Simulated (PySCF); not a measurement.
Stepwise substitution at one centre (B H-SH). All species are isolated molecules in the gas phase. One relaxed conformer stands for each flexible species; it need not be the lowest. Strings in code marks are SMILES.

All values below come from PySCF 2.14.0 with PBE-D3(BJ)/def2-TZVP // B3LYP-D3(BJ)/def2-TZVP. Delta-SCF ions had no search for a lower state. Excitations are Tamm–Dancoff values on a coarser integration grid. The basis has no diffuse functions, so Rydberg states are missing or too high.

| species | vertical ionisation energy (Delta-SCF) (eV) | HOMO–LUMO gap (eV) | S1 excitation (TDA) (eV) |
|---|---|---|---|
| 0 of 3 H replaced by SH (`B`) | 12.90 | 5.44 | – |
| 1 of 3 H replaced by SH (`SB`) | 11.01 | 5.05 | 5.83 |
| 2 of 3 H replaced by SH (`SBS` (H–S–B–S torsion 0°, S–B–S–H torsion 0°)) | 9.56 | 4.64 | 5.55 |
| 3 of 3 H replaced by SH (`SB(S)S`) | – | 4.75 | 4.86 |
